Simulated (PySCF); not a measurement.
## Radial density of Ge⁺ (germanium, charge +1)

B3LYP, [Ar] 3d10 4s2 5s1, 2S determinant (an excited configuration). Calculation: PySCF 2.14, in x2c-TZVPPall with one added diffuse shell each of s, p, d type (7s6p5d1f, 57 functions); the spin-free X2C one-electron Hamiltonian (Gaussian nucleus).

```csv
r (bohr),4πr²ρ (e/bohr),4πr²(ρα − ρβ)
0.000739,0.2484,0.0000
0.00124,0.6165,0.0001
0.00209,1.522,0.0002
0.00352,3.644,0.0004
0.00591,8.225,0.0009
0.00995,16.85,0.0018
0.0167,29.33,0.0028
0.0281,38.90,0.0028
0.0473,35.80,0.0006
0.0796,32.38,0.0011
0.134,45.01,0.0079
0.225,33.06,-0.0007
0.379,24.11,0.0124
0.637,25.85,0.0035
1.07,7.690,0.0425
1.80,1.889,0.0486
3.03,0.3713,0.0642
5.10,0.2611,0.2550
8.58,0.03157,0.0316
```

Densities and radii are taken from the X2C orbitals without a picture-change correction, which distorts them close to the nucleus.

The outer electron is Rydberg-like, and this basis confines it to a smaller radius and binds it less than a complete one would.
